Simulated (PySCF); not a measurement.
## [Os3]−: one run

[Os3]− (sextet). PySCF 2.14.0, UKS PBE0, Os def2-SVP with ECP60; non-relativistic Hamiltonian with scalar-relativistic core potentials where named; density fitting; no spin-orbit coupling. Purpose: multiplicity 6 at the relaxed geometry.

```python
mol = gto.M(atom='''
Os    -0.00000    -0.00000     2.25323
Os     0.00000     0.00000    -0.01794
Os    -0.00000    -0.00000    -2.23529''',
    basis={'Os': 'def2-SVP'},
    ecp={'Os': 'def2-SVP'},
    charge=-1, spin=5)
mf = dft.UKS(mol, xc='PBE0')
mf.grids.atom_grid = (50, 194)
mf = mf.density_fit()  # fitting sets: Os def2-universal-JKFIT
mf.conv_tol = 1e-08; mf.max_cycle = 55
mf.kernel(dm0)  # dm0: free metal ions and neutral atoms
```

Run from Python with OMP_NUM_THREADS=2; the lines above give its settings. Where DIIS fails, smearing, a level shift and second-order steps follow.
It took 2.8 s on 2 threads of Intel(R) Xeon(R) Processor @ 2.70GHz, with other jobs on the host.

Problem. Where do the frontier levels lie, over both spins?

Solution. HOMO -0.55 eV, LUMO 1.75 eV. 

Problem. What does the SCF print?

Solution. 
```
init E= -272.56656782741
cycle= 1 E= -271.642665460705  delta_E= 0.924  |g|= 0.67  |ddm|= 4.07
cycle= 2 E= -269.669183706536  delta_E= 1.97  |g|= 2.11  |ddm|= 3.98
cycle= 3 E= -271.413092882402  delta_E= -1.74  |g|= 1.02  |ddm|= 2.65
cycle= 4 E= -271.683027064893  delta_E= -0.27  |g|= 0.618  |ddm|= 1.14
...
cycle= 15 E= -271.872027803481  delta_E= -1.25e-08  |g|= 4.44e-05  |ddm|= 0.00047
cycle= 16 E= -271.872027807597  delta_E= -4.12e-09  |g|= 4.53e-05  |ddm|= 0.000442
Extra cycle  E= -271.872027753326  delta_E= 5.43e-08  |g|= 0.000332  |ddm|= 0.000356
converged SCF energy = -271.872027753326  <S^2> = 8.7932179  2S+1 = 6.0143887
```

Problem. What are the Mulliken charges and spins?

Solution. 
```
atom  charge (e)  spin (e)
 Os1      -0.441     2.091
 Os2      -0.122     1.011
 Os3      -0.438     1.898
```

Problem. How does its energy compare with the relaxed doublet of charge -1 in vacuum?

Solution. It lies 0.524 eV higher.

Open shells may have lower solutions than the one found.
